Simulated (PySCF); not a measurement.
**Where the electron goes**

C6H7Cl.
SMILES with atom numbers: `[Cl:1][C:2]1=[CH:3][CH2:4][C@@H:5]2[CH2:6][C@H:7]12` (hydrogens: H8 on C3; H9, H10 on C4; H11 on C5; H12, H13 on C6; H14 on C7)

Cartesian coordinates in Å at the PBE0-D3(BJ)/def2-SVP level; atoms count from 1:
```xyz
14
C6H7Cl angstrom
Cl    -1.4695    6.1182   -0.0324
C     -0.8953    4.5217    0.2621
C      0.3721    4.1045    0.1406
C      0.4882    2.6484    0.5037
C     -0.9517    2.2087    0.7387
C     -1.9312    2.3281   -0.3874
C     -1.8361    3.4332    0.6308
H      1.2041    4.7241   -0.1963
H      1.1000    2.5148    1.4137
H      0.9800    2.0588   -0.2900
H     -1.1498    1.4578    1.5071
H     -2.8125    1.6825   -0.3475
H     -1.5599    2.5382   -1.3953
H     -2.6681    3.6415    1.3081
```

Computed, not measured: TDDFT CAM-B3LYP/def2-SVPD, vertical, gas phase, core orbitals frozen in the response (PySCF 2.14.0, density-fitted response routines).

Frontier orbitals with the atoms that hold most of them (Löwdin shares over 4%, at most four atoms; ? is withheld):

| orbital | ε (eV) | atoms |
| --- | --- | --- |
| HOMO-3 | -10.39 | Cl1 58%, C2 10%, C7 8%, C5 7% |
| HOMO-2 | -10.22 | Cl1 29%, C6 24%, C7 17%, C5 11% |
| HOMO-1 | -9.56 | C5 26%, Cl1 21%, C7 19%, C6 12% |
| HOMO | -8.01 | ? |
| LUMO | ? | ? |
| LUMO+1 | 1.42 | C4 12%, H11 11%, C5 11%, H9 11% |
| LUMO+2 | 1.70 | Cl1 61%, C2 12%, C3 5% |

(1) Which atoms hold the HOMO, and with what shares?

(2) Give the leading atoms of the LUMO.

(3) What is the LUMO energy, and the HOMO–LUMO gap?

Results:

(1) C3 (bonded to 2 C and H) 28%; C2 (bonded to 2 C and Cl) 24%; Cl1 (bonded to C) 17%; C6 (bonded to 2 C and 2 H) 7%. By element: carbon 58% or more, chlorine 17%.

(2) C2 (bonded to 2 C and Cl) 28%; C3 (bonded to 2 C and H) 27%; Cl1 (bonded to C) 11%; H8 (bonded to C) 6%. By element: carbon 55% or more, chlorine 11%, hydrogen 6% or more.

(3) ε(LUMO) = 1.09 eV; the gap is 9.10 eV (0.3344 hartree).

Task: The HOMO–LUMO gap is 9.10 eV. Where does the response calculation put the lowest singlet, and from which orbitals?

Result: S1 is at 6.17 eV (f = 0.181), 2.93 eV below the gap, made of HOMO→LUMO (94%). 

Task: Give energy, strength and leading configuration of S1 and S4, and follow the Löwdin shares of the leading atoms from the occupied to the empty orbital.

Result: 
- S1 (6.17 eV, f 0.181), HOMO→LUMO (94%): C3 28% → 27%, C2 24% → 28%
- S4 (7.13 eV, f 0.024), HOMO-1→LUMO (92%): C5 26% → at most 6%, Cl1 21% → 11%, C2 at most 12% → 28%, C3 at most 12% → 27%

Löwdin shares depend on the basis, the more so with diffuse functions.
